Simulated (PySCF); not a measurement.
**Electronic structure of Sn(2+) (tin, charge +2) at the UHF level**

Configuration: [Kr] 4d9 5s2 6s1, high-spin 3D determinant (an excited configuration). All numbers are calculated (PySCF 2.14, a scalar-relativistic core potential, in aug-cc-pwCVDZ-PP with ECP28MDF (6s5p4d1f, 48 functions)).

```
Total energy                                                  : -211.208626 hartree
One-electron energy                                           : -353.6235 hartree
Hartree (Coulomb) energy                                      : 158.5411 hartree
Exchange energy                                               : -16.1263 hartree
⟨S²⟩                                                          : 2.0012
⟨L²⟩                                                          : 6.026
Sum of ⟨r⟩                                                    : 25.69 bohr
Sum of ⟨r²⟩                                                   : 55.44 bohr²
Traceless quadrupole moment −½Σ⟨3z² − r²⟩ along its main axis : -0.888 e·bohr²
```

```
shell  electrons  mean orbital energy (hartree)  spread (hartree)  rms radius, mean of both spins (bohr)
 4s α          1                       -6.99499                 0                                  0.873
 4s β          1                       -6.88636                 0                                  0.873
 4p α          3                       -5.16315           0.08672                                  0.945
 4p β          3                       -5.03712           0.06131                                  0.945
 4d α          5                       -2.38777           0.09903                                   1.13
 4d β          4                       -2.33041           0.07442                                   1.13
 5s α          1                       -1.29980                 0                                   2.25
 5s β          1                       -1.27189                 0                                   2.25
 6s α          1                       -0.47944                 0                                   5.19
```

Energies and moments cover only the electrons outside the core potential. The outer electron is Rydberg-like, and this basis confines it to a smaller radius and binds it less than a complete one would.
